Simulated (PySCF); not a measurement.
These 3 structures share the formula C9H16. Theory: PBE0-D3(BJ)/def2-SVP geometry optimisation, gas phase in PySCF 2.14.0. Energies are electronic, without zero-point or thermal terms, for one conformer each. No frequencies were run at this level. Point groups hold within 0.08 Å.

Question: Order them by energy at this level, lowest first, and give relative energies in kcal/mol.
A. `[CH2:1]1[CH2:2][CH2:3][CH:4]([CH:5]2[CH2:6][CH2:7]2)[CH2:8][CH2:9]1` with C3–C4–C5–C6 82°, C9–C1–C2–C3 -55°, C1–C2–C3–C4 55°, C2–C3–C4–C5 72°, C4–C5–C6–C7 109°
B. `[CH2:1]1[CH2:2][CH2:3][C:4]2([CH2:5]1)[CH2:6][CH2:7][CH2:8][CH2:9]2` with C5–C1–C2–C3 7°, C1–C2–C3–C4 19°, C2–C3–C4–C5 -38°, C3–C4–C5–C1 43°
C. `[CH2:1]=[C:2]1[CH2:3][CH2:4][C@@H:5]([CH2:6][CH2:7][CH3:8])[CH2:9]1` with C4–C5–C6–C7 -178°, C5–C6–C7–C8 178°, C1–C2–C3–C4 167°, C2–C3–C4–C5 33°, C3–C4–C5–C6 -166°, C4–C5–C9–C2 32°

Answer: B (0.0), A (15.4), C (17.2).

As drawn, the lowest has a quaternary carbon, which the highest lacks; the highest has a C=C bond outside aromatic rings, which the lowest lacks. Neighbours under 2.5 kcal/mol apart (C1CCC(C2CC2)CC1 and C=C1CC[C@@H](CCC)C1) can change places with a better method, another conformer or zero-point energy.

| SMILES | E (Eh) | E rel (kcal/mol) | dipole (D) | point group | A, B, C (MHz) |
| --- | --- | --- | --- | --- | --- |
| C1CCC2(C1)CCCC2 | -351.94833 | 0.0 | 0.04 | C1 | 3225, 1190, 1146 |
| C1CCC(C2CC2)CC1 | -351.92372 | 15.4 | 0.09 | Cs | 2952, 1139, 979.1 |
| C=C1CC[C@@H](CCC)C1 | -351.92097 | 17.2 | 0.63 | C1 | 3808, 765.0, 664.8 |
